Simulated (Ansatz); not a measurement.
Reaction (substitution at a C–O bond): `CC(C)[O][Cd][NH2]` + `C[O][Zr]([NH2])([Cl])[O]C` → `C[O][Zr]([Cl])([NH]C(C)C)[O]C` + `[NH2][Cd][OH]`

Calculated with Ansatz (gas phase, PBE0-D4/def2-TZVP geometries, no zero-point term in ΔE). CCSD(T)/CBS is the MP2 limit (def2-TZVPP, def2-QZVPP) plus CCSD(T) − MP2 in def2-TZVPP, frozen cores. DFT in def2-TZVPP. B3LYP here is the variant with VWN-RPA as its local correlation; programs differ in this. HSE06 is defined as in plane-wave codes. def2 core potentials past Kr. For Cd, Zr outer-core shells are correlated without core-valence functions, which leaves a few kJ/mol of doubt a bond. Each species was taken in one conformer, which may not be the lowest.

```csv
level,ΔE (kcal/mol),difference from CCSD(T)/CBS
LDA (SPW92),-2.9,1.5
PBE-D4,-2.8,1.6
revPBE-D4,-3.2,1.2
BLYP-D4,-2.2,2.2
r2SCAN-D4,-1.9,2.5
PBE0-D4,-3.0,1.4
B3LYP-D4,-2.3,2.1
r2SCANh-D4,-2.0,2.4
r2SCAN0-D4,-2.3,2.1
HSE06-D4,-2.9,1.5
BHLYP-D4,-2.2,2.2
ωB97X-V,-2.3,2.1
ωB97M-V,-2.4,2.0
B2PLYP,-2.0,2.4
PBE-QIDH,-3.2,1.2
PBE,-1.5,2.9
revPBE,-0.7,3.7
BLYP,0.1,4.5
r2SCAN,-1.3,3.1
PBE0,-1.7,2.7
r2SCANh,-1.4,3.0
r2SCAN0,-1.6,2.8
HSE06,-1.8,2.6
CAM-B3LYP,-0.7,3.7
LC-ωPBE,-1.7,2.7
RPA@PBE/def2-TZVPP,-3.8,0.6
HF/def2-SVP,2.5,6.9
MP2/def2-SVP,-3.2,1.2
CCSD/def2-SVP,-1.7,2.7
HF/def2-TZVPP,0.9,5.3
MP2/def2-TZVPP,-5.2,-0.8
SCS-MP2/def2-TZVPP,-4.1,0.3
CCSD/def2-TZVPP,-3.2,1.2
CCSD(T)/def2-TZVPP,-3.7,0.7
HF/def2-QZVPP,0.6,5.0
MP2/def2-QZVPP,-5.7,-1.3
SCS-MP2/def2-QZVPP,-4.6,-0.2
HF/CBS(def2),0.5,4.9
MP2/CBS(def2),-5.8,-1.4
CCSD/CBS(def2),-3.9,0.5
CCSD(T)/CBS,-4.4,0
```

Largest T1 diagnostic among the species: 0.016.

In def2-TZVPP, CCSD(T) changes the Hartree–Fock value by −4.6 kcal/mol (the triples alone add −0.5 kcal/mol) and MP2 by −6.1 kcal/mol. The D4 term adds −1.9 kcal/mol with B3LYP and −1.2 kcal/mol with PBE0; it sums over pairs of atoms, weighted by their polarisabilities, and B3LYP, whose exchange is more repulsive, gets the larger term.
